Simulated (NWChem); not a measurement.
ZnCl2; SMILES [Cl][Zn][Cl]

```xyz
3

Zn     0.0000     0.0000    -0.1145
Cl     2.0970     0.0000    -0.1146
Cl    -2.0970     0.0000    -0.1146
```
Atoms are numbered in this order, from 1.

All runs: NWChem. Pople sets run with spherical d functions. STO-3G and 3-21G are far too small for this property and stand as cheap habits. Structure relaxed at the PBE0/def2-SVP level. Vertical excitations in the gas phase; the lowest state need not have the same character in each row.

| level | basis functions | lowest excitation, singlet (eV) | oscillator strength of that lowest state | lowest state with f > 0.02, singlet (eV) | oscillator strength of that bright state | orbital gap (eV) | relative time |
|---|---|---|---|---|---|---|---|
| Hartree-Fock/3-21G, CIS | 53 | 7.25 | 0.000 | 7.81 | 0.133 | 13.27 | 1 |
| Hartree-Fock/6-31G*, CIS | 70 | 7.39 | 0.000 | 7.90 | 0.125 | 13.47 | 7 |
| Hartree-Fock/def2-SVP, CIS | 67 | 7.40 | 0.000 | 7.91 | 0.061 | 13.31 | 2 |
| Hartree-Fock/def2-SVPD, CIS | 88 | 7.45 | 0.000 | 7.95 | 0.131 | 13.24 | 7 |
| Hartree-Fock/def2-TZVP, CIS | 122 | 7.50 | 0.000 | 8.01 | 0.130 | 13.67 | 20 |
| Hartree-Fock/aug-cc-pVDZ, CIS | 113 | 7.42 | 0.000 | 7.91 | 0.133 | 12.77 | 800 |

Times are rough ratios from one shared machine.
